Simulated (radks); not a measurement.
Q: Valence configurations of the rhodium ion Rh3+ (all share [Kr]). Calculated with a radial shooting solver on a logarithmic mesh with Libxc functionals: scalar-relativistic Kohn-Sham, PBEsol, spin-polarised, spherical densities, point nucleus; open shells are filled with parallel spins first (spin-orbit coupling, left out, can overturn this in heavy ions). Order these by energy: 4d5 5p1; 4d2 5s1 5p3; 4d5 5s0.5 5p0.5; 4d5.5 5p0.5; 4d6; 4d4 5p2; 4d4 5s1 5p1; 4d5 5s1; 4d5.5 5s0.5; 4d4 5s2.

A: From the lowest, in eV above it: 4d6 0.000; 4d5.5 5s0.5 3.715; 4d5.5 5p0.5 7.471; 4d5 5s1 7.576; 4d5 5s0.5 5p0.5 11.441; 4d5 5p1 15.309; 4d4 5s2 23.692; 4d4 5s1 5p1 29.190; 4d4 5p2 37.310; 4d2 5s1 5p3 80.891. NIST lists [Kr] 4d6 as the ground configuration; this level of theory agrees among the configurations tried. The energies are those of spherical high-spin densities, not of single terms.
